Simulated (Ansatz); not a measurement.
Input and output for C₂HFSSe, SMILES `FC1SC1=[Se]`.

```yaml
crystal:
  periodic: [false, false, false]
  atoms:
    - {symbol: F, position_ang: [-1.385720, 0.563514, 0.843369]}
    - {symbol: C, position_ang: [-0.432698, -0.278890, 0.409281]}
    - {symbol: S, position_ang: [1.264928, -0.017171, 1.012237]}
    - {symbol: C, position_ang: [0.555520, 0.213437, -0.531778]}
    - {symbol: Se, position_ang: [0.827492, 0.759960, -2.162144]}
    - {symbol: H, position_ang: [-0.787422, -1.304851, 0.382833]}
basis:
  gaussian: {orbitals: "6-31G*"}
hamiltonian: {xc: {name: wB97X}}
scf: {lower_state_search: full}
output: {forces: true}
```

```sh
$ ansatz run in.yaml --threads 4 --pin off --events-out ev --progress --plain --max-ram 10444MiB
```

It prints (some lines left out):

```
Functional definition: wB97X
946 factors; integrals over basis functions are off by at most 7.7e-4 eV
195 factors; integrals over basis functions are off by at most 1.1e-5 eV
mean field evaluation 1: about -80979.9089 eV, gradient 2.4e1 eV
mean field evaluation 2: about -80979.9788 eV, gradient 2.4e1 eV
mean field evaluation 4: about -80981.2317 eV, gradient 3.1e0 eV
mean field evaluation 8: about -80981.2627 eV, gradient 5.2e-1 eV
mean field evaluation 16: about -80981.2652 eV, gradient 1.0e-3 eV
mean field -80981.26515871 eV, -2976.0066035096 hartree, gradient 5.0e-5 eV, S^2 0.000000; 0 other end points of the search recorded, 0 dependent functions left out
reference -80981.26513510 eV, -2976.0066026419 hartree; 36, 36 occupied and 65, 65 virtual orbitals, 946 factors
Total energy: -80981.26513510 eV, -2976.0066026419 hartree
Atom 0 at    -1.385720     0.563514     0.843369 Å, force    -0.137084     0.152073     0.059997 eV/Å
Atom 1 at    -0.432698    -0.278890     0.409281 Å, force     0.030966    -0.135388     0.124786 eV/Å
Atom 2 at     1.264928    -0.017171     1.012237 Å, force     0.051498    -0.010599     0.128169 eV/Å
Atom 3 at     0.555520     0.213437    -0.531778 Å, force     0.048818     0.078378    -0.352313 eV/Å
Atom 4 at     0.827492     0.759960    -2.162144 Å, force     0.002483    -0.014412     0.074836 eV/Å
Atom 5 at    -0.787422    -1.304851     0.382833 Å, force     0.003319    -0.070052    -0.035474 eV/Å
Dipole moment:    -0.047704    -0.337370     0.247285 e Å
```

Hardware: 4 threads of a server CPU on a shared host. Wall time 7.5 s, peak host memory 0.41 GiB.
